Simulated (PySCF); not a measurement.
# A survey of $^{33}$S NMR shifts

Theory: GIAO PBE0/pcSseg-1 shieldings, geometry from GFN2-xTB, in PySCF 2.14 (isolated molecule, a single conformation, non-relativistic, one averaged value for each set of equivalent atoms).

Shieldings were converted by a linear fit to measured shifts: $^{33}$S: δ = 158.28 − 0.937σ (rms 33.3 ppm, 20 shifts vs sulfate, solution or neat liquid). A few per cent of atoms miss by over 2 rms, more outside the fitted compound classes.

Question: Give the $^{33}$S shifts of `C#C[Si@H](Cl)S[SiH2]CC`, `CC#C[Si@H](C)S[SiH2]Cl`, `CC#C[Si@@H](Cl)S[SiH2]C`, `O=S(=O)(O)C[Si@@H](O)[SiH2]S`.

Answer: 
```tsv
compound	environment	δ (ppm)
C#C[Si@H](Cl)S[SiH2]CC	sulfur bonded to 2 Si	-506
CC#C[Si@H](C)S[SiH2]Cl	sulfur bonded to 2 Si	-523
CC#C[Si@@H](Cl)S[SiH2]C	sulfur bonded to 2 Si	-516
[O:1]=[S:2](=[O:3])([OH:4])[CH2:5][Si@@H:6]([OH:7])[SiH2:8][SH:9]	S2: sulfonyl sulfur	-2
[O:1]=[S:2](=[O:3])([OH:4])[CH2:5][Si@@H:6]([OH:7])[SiH2:8][SH:9]	S9: sulfur bonded to Si, H	-551
```

Question: Order these by $^{33}$S shift, lowest first.
A. FC1=C(C#CCS)[SiH2]C=C1
B. C=CC(=C)[SiH2]S[SiH2]Cl
C. C#C[Si@H](C[SiH2]Cl)SC
D. CC#C[SiH2][Si@H](Cl)SC

Answer: B (-529 ppm, sulfur bonded to 2 Si), C (-478 ppm, sulfur bonded to C, Si), D (-414 ppm, sulfur bonded to C, Si), A (-342 ppm, thiol sulfur).
